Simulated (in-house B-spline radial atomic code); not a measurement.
## OEP/ALDAx excitations of N IV (N3+)

Method: OEP/ALDAx. Computed with an all-electron radial atomic-structure program (B-spline basis): linear response of the closed shell [He] 2s2 with the adiabatic LDA exchange kernel on the exchange-only optimised effective potential; non-relativistic, point nucleus, no spin-orbit coupling, no double excitations, S, P, D and F terms only.

Command:
```bash
python run_td.py task.json out
```
Settings (radii: box in bohr, nucleus in fm):
```
Z                        7
electrons                4
configuration            [He] 2s2
hamiltonian              nr
method                   oep
box_radius               23.08
intervals                67
```

Cost of the run: 0.2 s on 1 thread of Arm Neoverse N1, with other jobs on the host.

The lowest states, in the order of their Tamm-Dancoff energies; the method's threshold (minus the highest occupied level) is 75.29 eV. Labels give the largest channel, * marks a mixed state, and oscillator strengths are full-response dipole values. Semilocal kernels can invert the small singlet-triplet splittings of Rydberg terms. Energies in eV:

```json
{"state": "2s → 2p 3P", "full response": "6.426", "Tamm-Dancoff": "7.471", "oscillator strength": "-"}
{"state": "2s → 2p 1P", "full response": "15.703", "Tamm-Dancoff": "16.646", "oscillator strength": "0.619"}
{"state": "2s → 3s 3S", "full response": "44.79", "Tamm-Dancoff": "44.81", "oscillator strength": "-"}
{"state": "2s → 3s 1S", "full response": "46.62", "Tamm-Dancoff": "46.65", "oscillator strength": "-"}
{"state": "2s → 3p 3P", "full response": "47.77", "Tamm-Dancoff": "47.80", "oscillator strength": "-"}
{"state": "2s → 3p 1P", "full response": "48.48", "Tamm-Dancoff": "48.49", "oscillator strength": "0.327"}
{"state": "2s → 3d 3D", "full response": "49.29", "Tamm-Dancoff": "49.32", "oscillator strength": "-"}
{"state": "2s → 3d 1D", "full response": "50.48", "Tamm-Dancoff": "50.48", "oscillator strength": "-"}
{"state": "2s → 4s 3S", "full response": "59.25", "Tamm-Dancoff": "59.26", "oscillator strength": "-"}
{"state": "2s → 4s 1S", "full response": "59.82", "Tamm-Dancoff": "59.83", "oscillator strength": "-"}
{"state": "2s → 4p 3P", "full response": "?", "Tamm-Dancoff": "?", "oscillator strength": "-"}
{"state": "2s → 4p 1P", "full response": "?", "Tamm-Dancoff": "?", "oscillator strength": "?"}
{"state": "2s → 4d 3D", "full response": "61.04", "Tamm-Dancoff": "61.05", "oscillator strength": "-"}
{"state": "2s → 4f 3F", "full response": "61.43", "Tamm-Dancoff": "61.44", "oscillator strength": "-"}
{"state": "2s → 4d 1D", "full response": "61.47", "Tamm-Dancoff": "61.47", "oscillator strength": "-"}
{"state": "2s → 4f 1F", "full response": "61.48", "Tamm-Dancoff": "61.49", "oscillator strength": "-"}
```

Task: Where does 2s → 4p 3P lie?

Result: At 60.42 eV in full response, 60.42 eV in Tamm-Dancoff.

Task: Where does 2s → 4p 1P lie?

Result: At 60.65 eV in full response, 60.65 eV in Tamm-Dancoff, oscillator strength 0.104.

Task: How large is the singlet-triplet splitting of 2s → 2p (P terms) in Tamm-Dancoff?

Result: 9.18 eV, from the unrounded values.

Task: What polarisabilities and dispersion coefficient does the method give?

Result: Dipole 2.043 bohr³, quadrupole 1.491 bohr⁵, C6 2.028 hartree·bohr⁶ for two such species.
